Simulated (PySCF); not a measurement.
## CaIn and its ions

PBE0; basis Ca def2-SVP, In def2-SVP with ECP28; scalar-relativistic core potentials; PySCF 2.14. Neutral (UKS): doublet (π ↑), Re = 3.272 Å, ωe = 129 cm⁻¹, De = 0.58 eV, HOMO -3.59 eV, LUMO -2.08 eV.

CaIn⁺ (UKS): singlet (closed shell), Re = 3.645 Å, ωe = 109 cm⁻¹, De = 1.29 eV to Ca + In⁺. The energies at the minima are -867.42121 hartree for CaIn and -867.24095 for CaIn⁺.

(1) Work out the adiabatic ionisation energy, without and with harmonic zero-point energies (1 hartree = 27.2114 eV, 1 eV = 8065.5 cm⁻¹), and the change of the bond length.

Closed-shell solutions of metal pairs were not tested for spin polarisation, which can lower them a little. Spin–orbit coupling is left out, which matters for elements this heavy, above all for dissociation energies. For an ion De counts to the pair picked by the measured ionisation energies or electron affinities, which need not be the lowest pair at this level. States were picked by a PBE0 search and need not be the measured ground states.

Answers

(1) At PBE0: 0.18026 hartree = 4.905 eV between the minima; the zero-point term (109.0 − 129.0)/2 cm⁻¹ = -0.001 eV makes it 4.904 eV. Re changes by +37.3 pm against the neutral. The electron leaves a π orbital, and the longer bond of the ion fits a bonding orbital, or a change in how ionic the bond is.
